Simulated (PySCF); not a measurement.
CH6NOSi, Al2H3O, Al3H4O, AlFHO2 and others (calculated)

Calculation on a computer-drawn molecule: the log of a Hartree-Fock and frozen-core CCSD(T) single point meant for a local Hartree-Fock minimum, with one planted fault or none, to be diagnosed. Offsets are logged minus clean, where the clean run is the same molecule without the fault. The reference is restricted for singlets and unrestricted otherwise, and also for a bond in bohr or an excited solution. Adding or removing an electron swaps singlet and doublet. The excited solution moves the top pair (singlet) or top alpha electron (doublet) to the lowest empty orbital. Highest occupied and lowest empty are orbital energies over both spins, largest force is the largest gradient component, triples share is (T) over the correlation energy, the T1 limit is 0.02 restricted and 0.045 unrestricted, electrons count all cores, a negative frequency is imaginary (commonest isotopes), and the dipole is about the centre of nuclear charge. Program: PySCF 2.14.0.

Common to all runs: logged SCF converged yes; logged CC converged yes; logged SCF stable within its kind yes; possible faults no fault, one electron removed, one electron added, multiplicity raised by two, geometry at a saddle point, SCF held on an excited solution, minimal basis STO-3G, one bond length entered in bohr, all coordinates scaled.

(1) 
```xyz
10
formula=CH6NOSi meant_charge=0 meant_multiplicity=2 meant_basis=cc-pV(D+d)Z logged_electrons=41 logged_basis_functions=95 logged_spin_squared=3.7659 logged_highest_occupied=-2.5955 logged_lowest_empty=-0.29669 logged_largest_force=0.12048 logged_T1_diagnostic=0.023425 logged_D1_diagnostic=0.1256 logged_triples_share=0.026358 logged_dipole_magnitude=5.9565 logged_energy_HF=-459.35592 logged_energy_CCSD(T)=-459.97855 planted_fault=multiplicity_raised_by_two HF_energy_offset_from_clean_run=144 CCSD(T)_energy_offset_from_clean_run=155.3
O      0.7136    -0.0520     1.4187
C      0.9420    -0.5192     0.1160
N      0.0691     0.1328    -0.8023
Si    -1.5677    -0.3361    -1.1077
H      1.3196    -0.4702     2.0136
H      1.9822    -0.3345    -0.1709
H      0.7667    -1.5986     0.0617
H      0.3035     1.0984    -0.9426
H     -2.4390    -0.4434     0.0929
H     -2.1251     0.6731    -2.0400
```

Units: logged_highest_occupied, logged_lowest_empty in eV; logged_largest_force in hartree/bohr; logged_dipole_magnitude in debye; logged_energy_HF, logged_energy_CCSD(T) in hartree; HF_energy_offset_from_clean_run, CCSD(T)_energy_offset_from_clean_run in kcal/mol.

Drawn bonds:
```csv
atom,other atom,order
1,2,1
2,3,1
3,4,1
1,5,1
2,6,1
2,7,1
3,8,1
4,9,1
4,10,1
```

(2) 
```xyz
6
formula=Al2H3O meant_charge=0 meant_multiplicity=2 meant_basis=cc-pV(D+d)Z logged_electrons=37 logged_basis_functions=26 logged_spin_squared=0.7691 logged_highest_occupied=-2.9382 logged_lowest_empty=7.6151 logged_largest_force=0.054771 logged_T1_diagnostic=0.018763 logged_D1_diagnostic=0.061378 logged_triples_share=0.02896 logged_dipole_magnitude=1.4385 logged_energy_HF=-553.52851 logged_energy_CCSD(T)=-553.64271 planted_fault=minimal_basis_STO-3G HF_energy_offset_from_clean_run=4353 CCSD(T)_energy_offset_from_clean_run=4492
O     -0.5948    -1.2895    -1.2959
Al     1.0688    -1.6213    -1.3943
Al     2.6464     0.4458    -1.2415
H     -1.3033    -1.9107    -1.2501
H      1.5202    -3.1454    -1.3939
H      3.2248     1.2568    -2.4883
```

Units: logged_highest_occupied, logged_lowest_empty in eV; logged_largest_force in hartree/bohr; logged_dipole_magnitude in debye; logged_energy_HF, logged_energy_CCSD(T) in hartree; HF_energy_offset_from_clean_run, CCSD(T)_energy_offset_from_clean_run in kcal/mol.

Drawn bonds:
```csv
atom,other atom,order
1,2,1
2,3,1
1,4,1
2,5,1
3,6,1
```

(3) 
```xyz
8
formula=Al3H4O meant_charge=0 meant_multiplicity=2 meant_basis=cc-pV(D+d)Z logged_electrons=51 logged_basis_functions=103 logged_spin_squared=0.7545 logged_highest_occupied=-7.9433 logged_lowest_empty=0.69202 logged_largest_force=0.04648 logged_T1_diagnostic=0.016503 logged_D1_diagnostic=0.045974 logged_triples_share=0.021589 logged_dipole_magnitude=0.45949 logged_energy_HF=-802.99582 logged_energy_CCSD(T)=-803.39844 planted_fault=all_coordinates_scaled,by_-4.8_% HF_energy_offset_from_clean_run=11.12 CCSD(T)_energy_offset_from_clean_run=13.6
Al     1.7995    -1.8525     1.4926
O      1.3691    -0.3142     1.3440
Al     1.0700     1.2638     1.2220
Al    -1.2033     2.0280     0.5291
H      1.4657    -2.5613     2.7970
H      2.2249     2.1877     1.5438
H     -2.2617     2.4295     1.5342
H     -1.6155     2.1132    -0.9253
```

Units: logged_highest_occupied, logged_lowest_empty in eV; logged_largest_force in hartree/bohr; logged_dipole_magnitude in debye; logged_energy_HF, logged_energy_CCSD(T) in hartree; HF_energy_offset_from_clean_run, CCSD(T)_energy_offset_from_clean_run in kcal/mol.

Drawn bonds:
```csv
atom,other atom,order
1,2,1
2,3,1
3,4,1
1,5,1
3,6,1
4,7,1
4,8,1
```

(4) 
```xyz
5
formula=AlFHO2 meant_charge=-1 meant_multiplicity=1 meant_basis=aug-cc-pV(D+d)Z logged_electrons=40 logged_basis_functions=110 logged_spin_squared=0.9655 logged_highest_occupied=-3.2318 logged_lowest_empty=3.5756 logged_largest_force=0.011071 logged_T1_diagnostic=0.035385 logged_D1_diagnostic=0.1439 logged_triples_share=0.031911 logged_dipole_magnitude=8.3944 logged_energy_HF=-491.7454 logged_energy_CCSD(T)=-492.4301 planted_fault=one_bond_length_entered_in_bohr,row_1_of_the_drawn_bonds HF_energy_offset_from_clean_run=91.7 CCSD(T)_energy_offset_from_clean_run=114.5
O      0.6741     0.6708    -2.2968
Al    -1.2181     0.3073     0.0708
O     -2.8271    -0.3580     0.0305
F     -0.9569     0.6938     1.6847
H     -3.0927    -0.6171    -0.8346
```

Units: logged_highest_occupied, logged_lowest_empty in eV; logged_largest_force in hartree/bohr; logged_dipole_magnitude in debye; logged_energy_HF, logged_energy_CCSD(T) in hartree; HF_energy_offset_from_clean_run, CCSD(T)_energy_offset_from_clean_run in kcal/mol.

Drawn bonds:
```csv
atom,other atom,order
1,2,1
2,3,1
2,4,1
3,5,1
```

(5) 
```xyz
8
formula=Al2BH4O meant_charge=0 meant_multiplicity=2 meant_basis=cc-pV(D+d)Z logged_electrons=42 logged_basis_functions=94 logged_spin_squared=0 logged_highest_occupied=-14.703 logged_lowest_empty=-5.5687 logged_largest_force=0.039019 logged_T1_diagnostic=0.018659 logged_D1_diagnostic=0.047689 logged_triples_share=0.024675 logged_dipole_magnitude=1.0796 logged_energy_HF=-585.47064 logged_energy_CCSD(T)=-585.8955 planted_fault=one_electron_removed HF_energy_offset_from_clean_run=144.4 CCSD(T)_energy_offset_from_clean_run=148.9
B      1.0062    -0.7710    -0.7418
Al     3.0076    -1.5313    -0.5830
Al     5.0102    -0.0890     0.4047
O      5.6348     0.0041     1.9757
H      0.7231     0.1913    -1.4095
H      0.0891    -1.2574    -0.1294
H      3.4619    -2.7947    -1.4408
H      5.4088    -0.4216     2.7855
```

Units: logged_highest_occupied, logged_lowest_empty in eV; logged_largest_force in hartree/bohr; logged_dipole_magnitude in debye; logged_energy_HF, logged_energy_CCSD(T) in hartree; HF_energy_offset_from_clean_run, CCSD(T)_energy_offset_from_clean_run in kcal/mol.

Drawn bonds:
```csv
atom,other atom,order
1,2,1
2,3,1
3,4,1
1,5,1
1,6,1
2,7,1
4,8,1
```
